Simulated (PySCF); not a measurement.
# Charge on either side of a bond

Compound: C7H14S.
Atom-mapped SMILES: `[CH2:1]=[C:2]([S:3][CH3:4])[C:5]([CH3:6])([CH3:7])[CH3:8]` (hydrogens: H9, H10 on C1; H11, H12, H13 on C4; H14, H15, H16 on C6; H17, H18, H19 on C7; H20, H21, H22 on C8)

Geometry (GFN2-xTB, Å), atoms numbered from 1 in this order:
```
atom  x, y, z in Å
C1     0.896   -1.530   -0.392
C2     0.477   -0.348    0.037
S3     1.512    0.735    0.995
C4     3.074   -0.169    1.168
C5    -0.891    0.252   -0.230
C6    -0.715    1.498   -1.108
C7    -1.547    0.647    1.099
C8    -1.811   -0.735   -0.954
H9     1.881   -1.912   -0.190
H10    0.267   -2.177   -0.973
H11    2.904   -1.103    1.696
H12    3.718    0.477    1.756
H13    3.516   -0.344    0.191
H14   -0.092    2.234   -0.606
H15   -0.244    1.230   -2.052
H16   -1.682    1.947   -1.318
H17   -0.958    1.406    1.607
H18   -1.630   -0.220    1.751
H19   -2.543    1.044    0.919
H20   -1.937   -1.645   -0.372
H21   -2.789   -0.280   -1.092
H22   -1.417   -0.990   -1.934
```

Atomic charges (e) from the PBE0/pcSseg-1 density (PySCF):

```csv
atom,Mulliken,IAO,Hirshfeld,ESP-fitted
C1,-0.0835,-0.3792,-0.1375,-0.4452
C2,-0.2680,-0.0842,-0.0005,-0.0014
S3,+0.0415,+0.1301,+0.0418,-0.1180
C4,-0.3930,-0.5058,-0.1157,-0.4978
C5,-0.5997,+0.0497,+0.0252,+0.5742
C6,-0.1265,-0.4139,-0.1244,-0.4315
C7,-0.1365,-0.4149,-0.1249,-0.5149
C8,-0.1558,-0.4135,-0.1159,-0.5754
H9,+0.1035,+0.1428,+0.0364,+0.1834
H10,+0.1093,+0.1510,+0.0418,+0.1544
H11,+0.1558,+0.1572,+0.0464,+0.1724
H12,+0.1586,+0.1718,+0.0550,+0.2209
H13,+0.1555,+0.1569,+0.0463,+0.1759
H14,+0.1233,+0.1431,+0.0273,+0.0879
H15,+0.1116,+0.1406,+0.0365,+0.0991
H16,+0.1061,+0.1345,+0.0395,+0.1182
H17,+0.1270,+0.1425,+0.0276,+0.1147
H18,+0.1133,+0.1416,+0.0364,+0.1159
H19,+0.1069,+0.1348,+0.0399,+0.1422
H20,+0.1186,+0.1389,+0.0387,+0.1457
H21,+0.1146,+0.1392,+0.0418,+0.1357
H22,+0.1175,+0.1368,+0.0390,+0.1437
```

Question: Cut each of the bonds C1–C2, C2–C5, S3–C2, C4–S3 and C6–C5 in turn and sum the charges on the side of the atom named first.

Answer: In e; the other side holds the opposite charge:

```tsv
bond cut	piece	atoms	Mulliken	IAO	Hirshfeld	ESP-fitted
C1–C2	CH2	3	+0.129	-0.085	-0.059	-0.107
C2–C5	C3H5S	9	-0.020	-0.059	+0.014	-0.155
S3–C2	CH3S	5	+0.118	+0.110	+0.074	-0.047
C4–S3	CH3	4	+0.077	-0.020	+0.032	+0.071
C6–C5	CH3	4	+0.215	+0.004	-0.021	-0.126
```

Extremes among these pieces. Mulliken: lowest C3H5S at C2, highest CH3 at C6; IAO: lowest CH2 at C1, highest CH3S at S3; Hirshfeld: lowest CH2 at C1, highest CH3S at S3; ESP-fitted: lowest C3H5S at C2, highest CH3 at C4.

Question: Do the schemes agree better on the pieces than on the single atoms at the cuts?

Answer: The spread between schemes averages 0.202 e for the pieces and 0.315 e for the atoms named first; it is smaller for the piece at 4 of the 5 cuts. On average they agree better on the pieces. The sign differs between schemes (beyond ±0.03 e) for CH2 at C1, CH3S at S3 and CH3 at C6.

Isolated species at its GFN2-xTB geometry (one conformer only).

The run behind these numbers computed NMR shieldings as well. On one thread, Arm Neoverse V1 (aarch64), shared host with 32 logical CPUs at a one-minute load of 8.7, this took 40 s of wall time and 1.1 GiB of memory at its peak.
